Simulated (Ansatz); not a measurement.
Reaction (formal loss of a carbene): `C[O][W](=[O])(=[O])[F]` → `[CH2]` (triplet) + `[O]=[W](=[O])([OH])[F]`

Program: Ansatz. Geometries: PBE0-D4/def2-TZVP. ΔE: electronic, gas phase. CCSD(T)/CBS adds triple-zeta CCSD(T) − MP2 to the extrapolated MP2 energy (def2 sets, frozen cores). This one scheme is used for every species. DFT in def2-TZVPP. Triplets are unrestricted, without spin–orbit coupling. Elements past krypton have def2 core potentials. For W outer-core shells are correlated without core-valence functions, which leaves a few kJ/mol of doubt a bond. Each species was taken in one conformer, which may not be the lowest.

CCSD(T)/CBS gives +392.0 kJ/mol.

Task: Another level gave +380.5 kJ/mol. Which?
A. HF/def2-TZVPP
B. LC-ωPBE/def2-TZVPP
C. r2SCANh-D4/def2-TZVPP
D. PBE0/def2-TZVPP

Result: B. LC-ωPBE 380.5, PBE0 385.6, r2SCANh-D4 369.1, HF/def2-TZVPP 257.1 kJ/mol.

Largest T1 diagnostic among the species: 0.023, so the coupled-cluster value is less sure than usual.

Leaving LDA and LC-ωPBE aside and taking each functional with its dispersion term where it has one, the values, not all of them listed here, spread over 40.1 kJ/mol, from r2SCAN0-D4 to ωB97X-V. LDA lies +69.5 kJ/mol from PBE without D4. In def2-TZVPP, CCSD(T) changes the Hartree–Fock value by +127.0 kJ/mol (the triples alone add +11.3 kJ/mol) and MP2 by +136.3 kJ/mol. From BLYP to BHLYP (50 % exact exchange), in def2-TZVPP and without D4, ΔE moves by −8.4 kJ/mol.
